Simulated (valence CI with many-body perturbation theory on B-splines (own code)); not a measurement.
Valence orbitals of Pd32+

Calculated by relativistic CI+MBPT: four valence electrons over a frozen Dirac-Fock core [Ne], radial functions for each j: 11 s, 11 p, 9 d, 7 f, 5 g, 2 h, 1 i, with the one-electron correlation potential Σ1 (screened to all orders), the two-electron term Σ2, the three-electron term Σ3, Breit, model QED; selected single and double excitations, second order for the rest (own B-spline code, finite nucleus).

No measured spectrum was set against this ion. As an estimate, large intervals hold to a few tenths of a per cent, small ones and those within an open d or f shell to about a per cent.

These are the spectroscopic orbitals of the CI (the correlating ones are not listed), shaped by the core and the other valence electrons. h is the expectation value of the core's Dirac-Fock operator, without the valence repulsion; Σ1 is computed up to l = 3 at one energy for each symmetry, that of its lowest orbital but kept below the first core excitation, so for empty shells it is not the orbital's own correlation shift; Breit and QED include the response of the core.

| Orbital | h (hartree) | Σ1 (cm⁻¹) | Breit (cm⁻¹) | QED (cm⁻¹) | ⟨r⟩ (bohr) |
| --- | --- | --- | --- | --- | --- |
| 3s1/2 | -82.639 | -6262 | 8303 | 6150 | 0.3351 |
| 4s1/2 | -44.769 | -2054 | 3181 | 2418 | 0.6251 |
| 5s1/2 | -28.025 | -928 | 1509 | 1166 | 1.009 |
| 6s1/2 | -19.184 | -504 | 840 | 653 | 1.483 |
| 3p1/2 | -79.688 | -7862 | 13726 | -201 | 0.3205 |
| 4p1/2 | -43.538 | -2538 | 5289 | -73.4 | 0.6181 |
| 5p1/2 | -27.409 | -1159 | 2566 | -34.9 | 1.008 |
| 6p1/2 | -18.832 | -633 | 1442 | -19.4 | 1.487 |
| 3p3/2 | -78.161 | -7390 | 8407 | 403 | 0.3276 |
| 4p3/2 | -42.921 | -2428 | 3198 | 161 | 0.6277 |
| 5p3/2 | -27.1 | -1116 | 1607 | 79.8 | 1.020 |
| 6p3/2 | -18.656 | -612 | 902 | 45.3 | 1.502 |
| 3d3/2 | -74.334 | -8881 | 6120 | -240 | 0.2858 |
| 4d3/2 | -41.458 | -2428 | 2184 | -83.2 | 0.5959 |
| 5d3/2 | -26.383 | -1075 | 1039 | -39.5 | 0.9957 |
| 3d5/2 | -73.998 | -8472 | 2844 | -41.5 | 0.2879 |
| 4d5/2 | -41.312 | -2312 | 1009 | -4.1 | 0.5985 |
| 5d5/2 | -26.308 | -1023 | 487 | 0.0 | 0.9990 |
| 4f5/2 | -40.531 | -1966 | 179 | -26.6 | 0.5285 |
| 5f5/2 | -25.918 | -965 | 123 | -14.7 | 0.9346 |
| 4f7/2 | -40.472 | -1928 | 36.3 | 6.2 | 0.5297 |
| 5f7/2 | -25.887 | -944 | 25.0 | 2.0 | 0.9361 |
| 5g7/2 | -25.797 |  | 3.4 | -5.3 | 0.8277 |
| 5g9/2 | -25.78 |  | 0.2 | 3.9 | 0.8285 |

Among the shells of the start configuration 3s2 3p2, Σ1 is largest in size for 3p1/2, where it is 0.045 % of h.

Lowest root of each symmetry, sizes in configuration state functions:

```
J  Parity  Roots  Reference  Variational  Second order  Change by selected CI (cm⁻¹)  Change by second order (cm⁻¹)
0    even      8         39        18110         41059                         -8604                             -1
1    even     12         70        39996        177937                         -7648                             -4
2    even     16         99        39994        187447                         -8608                            -28
3    even     10         71        39552        238251                         -7950                            -41
4    even      6         51        39996        219049                         -6780                            -25
5    even      2         19        23707        155015                         -8421                            -18
0     odd      3         28        13558         30471                         -8730                             -3
1     odd      8         72        36464        114148                         -8913                             -5
2     odd      9         83        40000        148804                         -6087                            -10
3     odd      5         67        39998        198997                         -7676                            -18
4     odd      2         41        31124        146896                        -11399                            -14
```
